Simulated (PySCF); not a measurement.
## Electron correlation in Br (bromine, neutral)

[Ar] 3d10 4s2 4p5, 2P determinant. Calculation: PySCF 2.14, in def2-SVP (5s4p3d, 32 functions); no relativity, point nucleus. Frozen: [Ar] 3d10; 7 electrons correlated.

MP2 pair energies summed by pair of shells (mhartree):

```json
{"pair": "4p-4p", "energy": "-64.82", "share (%)": "66.5"}
{"pair": "4s-4p", "energy": "-26.72", "share (%)": "27.4"}
{"pair": "4s-4s", "energy": "-5.97", "share (%)": "6.1"}
```

Total MP2 correlation energy: -97.51 mhartree.

Same-spin part -24.43 and opposite-spin part -73.08 mhartree; SCS-MP2 scales them by 1/3 and 6/5 to -95.84 mhartree.

```
  level  correlation energy (mhartree)
   CCSD                        -112.29
    (T)                          -1.33
CCSD(T)                        -113.62
```

Diagnostics: T1 = 0.0051, D1 = 0.0184, largest double amplitude 0.052.

Problem. Is a single reference adequate?

Solution. Yes, within this model without spin-orbit coupling: T1 lies below 0.03 and no double amplitude reaches 0.07.
